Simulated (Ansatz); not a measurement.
Relaxation of C₂H₂Se (5 atoms, charge 0, multiplicity 1), to a largest force component of 0.02 eV/Å in at most 50 steps.

Level of theory: RKS PBE0-D4/def2-SVPD (Ansatz).

```xyz
5
Properties=species:S:1:pos:R:3:forces:R:3
C -0.531 -0.256 -0.309 0.70 -0.14 0.49
C 0.358 0.541 0.142 -0.11 -0.83 0.08
Se 0.794 -1.310 0.762 -0.17 0.27 -0.16
H -1.414 -0.480 -0.857 -0.70 -0.09 -0.45
H 0.793 1.504 0.262 0.28 0.78 0.04
```

**Question.** Where does it end, and by what steps?

**Answer.** The run converged. After 5 steps the energy has fallen by 0.026 eV; H5 moved furthest, 0.03 Å.

```csv
step,energy less start (eV),largest force component (eV/Å),accepted
0,0.0000,0.827,yes
1,-0.0205,0.212,yes
2,-0.0242,0.092,yes
3,-0.0246,0.253,yes
4,-0.0255,0.026,yes
5,-0.0255,0.003,yes
```

```xyz
5
Properties=species:S:1:pos:R:3
C -0.521 -0.276 -0.298
C 0.370 0.526 0.153
Se 0.794 -1.313 0.762
H -1.425 -0.461 -0.868
H 0.783 1.524 0.251
```

Time of the run: 4.5 s on 2 threads of AMD EPYC 9R45 96-Core Processor (Zen 5), on a shared host, peak memory 0.22 GiB.
